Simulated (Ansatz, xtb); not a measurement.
# C5H5FN2O: which of two isomers lies lower

Structure a: `COc1cnc(F)cn1`, a singlet. Structure b: `COc1nccnc1F`, a singlet. Both are isolated molecules in the gas phase, relaxed with B3LYP-D3(BJ)/def2-SVP; the shapes shown needn't be the lowest conformers.

a (Å):

```
atom    x (Å)    y (Å)    z (Å)
   C  -0.4071  -1.0103   0.7749
   C   1.3396  -1.0974  -0.8137
   C   2.1231  -1.8267  -1.7367
   C   3.2841   0.0538  -2.2012
   C   2.5218   0.7894  -1.2954
   F   4.2566   0.6547  -2.8875
   N   3.0907  -1.2315  -2.4201
   N   1.5456   0.1961  -0.6035
   O   0.3762  -1.7518  -0.1520
   H  -1.1256  -1.7221   1.2001
   H  -0.9384  -0.1852   0.2752
   H   0.2208  -0.5810   1.5713
   H   1.9380  -2.8931  -1.8965
   H   2.7076   1.8559  -1.1364
```

b (Å):

```xyz
14

C    -0.2921   -1.2797    0.8036
C     1.1594   -0.8840   -1.0087
C     3.0572    0.3511   -0.7361
C     3.3797    0.1848   -2.0746
C     1.5055   -1.0453   -2.3815
F     0.6978   -1.7523   -3.1648
N     1.9422   -0.1881   -0.2107
N     2.5789   -0.5275   -2.8927
O     0.0346   -1.4535   -0.5717
H     0.4954   -1.6950    1.4513
H    -1.2362   -1.8161    0.9576
H    -0.4121   -0.2131    1.0484
H     3.6999    0.9271   -0.0636
H     4.2845    0.6208   -2.5069
```

Problem. Estimate E(b) − E(a) at the level CCSD(T)/def2-SVP + ΔMP2/def2-TZVPP.

Solution. CCSD(T)/def2-SVP + ΔMP2/def2-TZVPP gives E(b) − E(a) = −0.32 kcal/mol, slightly favouring structure b, which is too small a margin to settle the true order.

The same difference at several levels:

```tsv
level	geometry	E(b) − E(a) (kcal/mol)	departure from the last row (kcal/mol)	job, with rough time for the two
GFN2-xTB	GFN2-xTB	+1.48	+1.80	optimisation, 0.3 s
HF/STO-3G	GFN2-xTB	+1.09	+1.41	single point, 2.3 s
r2SCAN-D4/def2-SVP	GFN2-xTB	−0.17	+0.15	single point, 14 s
B3LYP-D3(BJ)/def2-SVP	B3LYP-D3(BJ)/def2-SVP	+0.15	+0.47	optimisation, 2.2 min
HF/def2-SVP	B3LYP-D3(BJ)/def2-SVP	+0.21	+0.53	part of the CCSD(T) run
MP2/def2-SVP	B3LYP-D3(BJ)/def2-SVP	+0.05	+0.37	part of the CCSD(T) run
CCSD(T)/def2-SVP	B3LYP-D3(BJ)/def2-SVP	−0.01	+0.31	single point
CCSD(T)/def2-SVP + ΔMP2/def2-TZVPP	B3LYP-D3(BJ)/def2-SVP	−0.32		single point, 6.4 min
```

As drawn, both hold the same kinds of bond in the same numbers.

The largest departure from CCSD(T)/def2-SVP + ΔMP2/def2-TZVPP is that of GFN2-xTB, 1.80 kcal/mol. The last row adds to CCSD(T) the change of the MP2 difference between the two basis sets, here −0.31 kcal/mol.

With thermal terms from frequencies at re-optimised GFN2-xTB minima (ideal gas, soft modes damped towards free rotors, one conformer each, 298.15 K, 1 atm): the zero-point term adds +0.09 kcal/mol; ΔH is −0.21 and ΔG −0.29 kcal/mol.

The correlated steps freeze 9 core orbitals. Programs: Ansatz 0.2.0, xtb 6.7.1; the last row on 2 threads of Intel(R) Xeon(R) Processor @ 2.50GHz (Skylake/Cascade Lake) on a shared host.
